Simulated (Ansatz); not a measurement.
A run on `[F][Sb]([SiH3])[Cl]` with other settings.

```yaml
crystal:
  periodic: [false, false, false]
  atoms:
    - {symbol: F, position_ang: [-1.348001, -2.030534, -0.323596]}
    - {symbol: Sb, position_ang: [-1.298659, -0.593577, 0.947207]}
    - {symbol: Si, position_ang: [0.333215, 0.798382, -0.531440]}
    - {symbol: Cl, position_ang: [0.482296, -1.411488, 2.242242]}
    - {symbol: H, position_ang: [1.412300, -0.106043, -0.995574]}
    - {symbol: H, position_ang: [0.885020, 1.899170, 0.301297]}
    - {symbol: H, position_ang: [-0.404872, 1.375992, -1.685935]}
basis:
  gaussian: {orbitals: def2-mTZVPP}
hamiltonian: {xc: {name: B97}}
output: {forces: true}
```

```sh
$ ansatz run in.yaml --threads 4 --pin off --events-out ev --progress --plain --max-ram 10444MiB
```

Output, abridged:

```
Functional definition: B97
1261 factors; integrals over basis functions are off by at most 7.2e-4 eV
mean field evaluation 1: about -29701.2054 eV, gradient 4.1e1 eV
mean field evaluation 2: about -29688.6570 eV, gradient 9.8e1 eV
mean field evaluation 4: about -29704.1300 eV, gradient 5.2e0 eV
mean field evaluation 8: about -29704.2273 eV, gradient 2.7e-1 eV
mean field evaluation 16: about -29704.2275 eV, gradient 4.5e-5 eV
mean field -29704.22748779 eV, -1091.6102259278 hartree, gradient 4.5e-5 eV, S^2 0.000000; 0 other end points of the search recorded, 0 dependent functions left out
reference -29704.22751512 eV, -1091.6102269323 hartree; 33, 33 occupied and 96, 96 virtual orbitals, 1261 factors
Total energy: -29704.22751512 eV, -1091.6102269323 hartree
Atom 0 at    -1.348001    -2.030534    -0.323596 Å, force    -0.046780    -0.649660    -0.574824 eV/Å
Atom 1 at    -1.298659    -0.593577     0.947207 Å, force    -0.565970     0.709983     0.360601 eV/Å
Atom 2 at     0.333215     0.798382    -0.531440 Å, force     0.153819     0.151101    -0.150826 eV/Å
Atom 3 at     0.482296    -1.411488     2.242242 Å, force     0.458551    -0.225619     0.377778 eV/Å
Atom 4 at     1.412300    -0.106043    -0.995574 Å, force    -0.021155     0.038558     0.000840 eV/Å
Atom 5 at     0.885020     1.899170     0.301297 Å, force    -0.002391    -0.017399    -0.030778 eV/Å
Atom 6 at    -0.404872     1.375992    -1.685935 Å, force     0.023926    -0.006964     0.017209 eV/Å
Dipole moment:    -0.238240     0.574075    -0.017865 e Å
```

Hardware: 4 threads of an AMD EPYC 7B13 on a shared host. Wall time 3.2 s, peak host memory 0.35 GiB.
